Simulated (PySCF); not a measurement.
**Correlation energy of W (tungsten, neutral)**

[Xe] 4f14 5d5 6s1, high-spin 7S determinant (an excited configuration). Computed with PySCF 2.14 in aug-cc-pwCVDZ-PP with ECP60MDF, with a scalar-relativistic core potential. Frozen: 5s2 5p6; 6 electrons correlated.

```json
{"level": "CCSD", "correlation energy (mhartree)": "-82.05"}
{"level": "(T)", "correlation energy (mhartree)": "-1.81"}
{"level": "CCSD(T)", "correlation energy (mhartree)": "-83.86"}
```

Diagnostics: T1 = 0.0077, D1 = 0.0184, largest double amplitude 0.019.

Task: Is a single reference adequate?

Result: Yes, within this model without spin-orbit coupling: T1 lies below 0.03 and no double amplitude reaches 0.07.
